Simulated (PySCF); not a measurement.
Species: C₄H₇NOP (charge +1).
Numbering: `[NH2:1][PH2+:2][c:3]1[cH:4][cH:5][o:6][cH:7]1` (hydrogens: H8, H9 on N1; H10, H11 on P2; H12 on C4; H13 on C5; H14 on C7)

Cartesian coordinates in Å at the PBE0-D3(BJ)/def2-SVP level; atoms count from 1:
```xyz
14
C4H7NOP angstrom
N      2.3071   -0.4510    0.3425
P      1.2873    0.4044   -0.6155
C     -0.3663   -0.0936   -0.3423
C     -1.5521    0.7229   -0.3535
C     -2.5720   -0.1382   -0.1000
O     -2.0973   -1.3958    0.0622
C     -0.7836   -1.3827   -0.0836
H      3.2799   -0.5736    0.0716
H      2.1430   -0.4823    1.3462
H      1.3074    1.8146   -0.4779
H      1.7693    0.1802   -1.9225
H     -1.6318    1.7949   -0.5218
H     -3.6475   -0.0122   -0.0027
H     -0.2567   -2.3294    0.0222
```

Level of theory: PBE0-D3(BJ)/def2-SVP geometry optimisation, gas phase (PySCF).

Masses are those of the commonest isotopes; rigid-rotor values at the optimised geometry. The values belong to one conformer with, in the numbering `[NH2:1][PH2+:2][c:3]1[cH:4][cH:5][o:6][cH:7]1`, H–N1–P2–C3 155° and -53°, N1–P2–C3–C4 144°.

Task: What are A, B and C (MHz)?

Result: Ia = 84.59, Ib = 363.81, Ic = 428.13 u·Å²; 505379 MHz·u·Å²/I gives A = 5974, B = 1389, C = 1180 MHz.

Task: What kind of rotor is it?

Result: A near-prolate asymmetric top; Ray's κ = -0.913.

Task: What does the inertial defect say?

Result: Not planar: Δ = Ic − Ia − Ib = -20.27 u·Å². For a rigid frame Δ = −2 Σ m c², so Σ m c² = 10.14 u·Å² lies off the ab plane: 4.81 from hydrogen and 5.33 from heavier atoms. The atom farthest from that plane is 1.52 Å away.

Task: Which lines would a microwave search look for?

Result: The dipole components (about the centre of mass, as the species is charged) are |μa| = 5.32 D, |μb| = 0.91 D, |μc| = 0.27 D. The squared components, which scale the intensities, stand as 1.00 : 0.03 : 0.00 (a : b : c). Some lines, for components of 0.1 D or more:

```csv
type,branch,"J(Ka,Kc)",MHz,lower level (cm⁻¹)
c,Q,"5(1,5) ← 5(0,5)",3318,1.278
c,Q,"4(1,4) ← 4(0,4)",3732,0.854
c,Q,"3(1,3) ← 3(0,3)",4094,0.513
b,Q,"3(1,2) ← 3(0,3)",5346,0.513
a,R,"3(0,3) ← 2(0,2)",7681,0.257
a,R,"4(1,4) ← 3(1,3)",9847,0.650
a,R,"4(2,2) ← 3(2,1)",10342,1.141
a,R,"5(1,5) ← 4(1,4)",12297,0.978
b,Q,"5(2,3) ← 5(1,4)",12774,1.493
a,R,"5(3,3) ← 4(3,2)",12870,2.266
c,R,"3(1,2) ← 2(0,2)",13027,0.257
b,R,"4(1,4) ← 3(0,3)",13941,0.513
b,R,"5(1,5) ← 4(0,4)",16029,0.854
b,Q,"4(3,2) ← 4(2,3)",23471,1.483
b,R,"3(3,1) ← 2(2,0)",31154,0.883
c,R,"3(3,1) ← 2(2,1)",31161,0.883
b,R,"3(3,0) ← 2(2,1)",31161,0.883
b,R,"5(4,1) ← 4(3,2)",45678,2.266
```

Not checked by PBE0-D3(BJ)/def2-SVP frequencies. No vibrational averaging or centrifugal distortion is included, and the geometry carries the error of its method. A rigid rotor knows nothing of inversion at nitrogen, which can split or shift real lines. Quadrupole hyperfine structure (14N) is left out.
